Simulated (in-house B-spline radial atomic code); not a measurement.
Settings and results of a run for the xenon ion Xe⁶⁺. Level of theory: scalar-relativistic (X2C) TPSSh, spin-polarised, spherical fractional occupations, exact exchange averaged over the configuration, Fermi nucleus of rms radius 4.7859 fm; calculated with a radial B-spline atomic code at the basis-set limit.

Command:
```bash
python run_scf.py task.json out
```
Settings (nuclear radius in fm, mass in u):
```
Z                54
configuration    [Kr] 4d10 5s2
hamiltonian      x2c
method           tpssh
spin_polarised   True
nucleus          fermi
rms_radius       4.7859
atomic_mass      131.90416
speed_of_light   137.035999084
exact_exchange   averaged over the configuration
```

Output (hartree, bohr):
```
 radial grid: 68 intervals, B-splines of order 8, outer radius 21.6418 bohr

 iter        energy (Eh)    residual
    1       -7437.915673    8.72e-02
    2       -7437.919915    1.47e-03
    3       -7437.919946    4.74e-04
    4       -7437.919947    2.01e-04
    5       -7437.919947    2.84e-05
    6       -7437.919947    8.85e-06
    7       -7437.919947    1.41e-06
    8       -7437.919947    3.96e-08

 total energy                     -7437.91995
 kinetic                            7903.7688
 electron-nucleus                 -17953.5927
 Hartree                            2798.1355
 exact exchange                      -18.3710
 exchange-correlation               -167.8606

 orbital      occ     eigenvalue          <r>       <r^2>       <1/r>       r_max
 1s up      1.000     -1266.0552    0.0260278 0.000928672     61.1722     0.01641
 1s down    1.000     -1266.0552    0.0260278 0.000928672     61.1722     0.01641
 2s up      1.000      -199.8369     0.113998    0.015392     13.9494     0.09678
 2s down    1.000      -199.8369     0.113998    0.015392     13.9494     0.09678
 2p up      3.000      -179.6633    0.0999751   0.0122167     12.8023     0.07744
 2p down    3.000      -179.6633    0.0999751   0.0122167     12.8023     0.07744
 3s up      1.000       -43.3629     0.305635    0.106891      4.9362      0.2787
 3s down    1.000       -43.3629     0.305635    0.106891      4.9362      0.2787
 3p up      3.000       -36.7961     0.303724    0.107064      4.5851      0.2726
 3p down    3.000       -36.7961     0.303724    0.107064      4.5851      0.2726
 3d up      5.000       -27.0019     0.280792   0.0932083     4.31268       0.226
 3d down    5.000       -27.0019     0.280792   0.0932083     4.31268       0.226
 4s up      1.000       -10.1920     0.715873    0.578247     1.97965       0.661
 4s down    1.000       -10.1920     0.715873    0.578247     1.97965       0.661
 4p up      3.000        -8.0936     0.762121    0.660414     1.79924      0.6925
 4p down    3.000        -8.0936     0.762121    0.660414     1.79924      0.6925
 4d up      5.000        -4.9971      0.86258     0.86314     1.53105      0.7447
 4d down    5.000        -4.9971      0.86258     0.86314     1.53105      0.7447
 5s up      1.000        -3.1724      1.63955     2.99515    0.810977       1.525
 5s down    1.000        -3.1724      1.63955     2.99515    0.810977       1.525
```

Cost of the run: 0.4 s on 1 thread of Intel(R) Xeon(R) 6975P-C (shared host).

One-electron X2C: radii and densities carry no picture-change correction, so inner-shell <1/r> comes out high (for 1s by about 2 % at Z = 33, 5 % at 54, 10 % at 75, 30 % at 118) and <r> low.
